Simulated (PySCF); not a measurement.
Computed IR spectrum (relative IR intensity) of a molecule C3H6F2Si. Geometry optimised at PBE0-D3(BJ)/def2-SVP. The values are those of a single conformer. Calculation: PySCF 2.14.0 with PBE0-D3(BJ)/def2-SVP. Frequencies are harmonic and unscaled.

Lines under 2 % of the strongest are left out, and lines within 2 cm⁻¹ are merged.

ν (cm⁻¹): 479 (vw), 499 (vw), 620 (vw), 633 (vw), 741 (w), 820 (w), 846 (w), 920 (vs), 941 (m), 944 (w), 947 (m), 1088 (w), 1161 (vw), 1198 (w), 1297 (s), 1388 (s), 1432 (w), 1848 (vs), 2225 (m), 2231 (m), 2239 (m), 3070 (vw), 3230 (vw) (against the strongest line: vs over 80 %, s over 45 %, m over 15 %, w over 4 %, vw less)

**Question.** Which structure fits?
(A) F/C=C\C[SiH2]F
(B) FC(F)=CC[SiH3]
(C) FC1(F)CC[SiH2]1
(D) F[SiH](F)C1CC1

**Answer.** B, FC(F)=CC[SiH3]
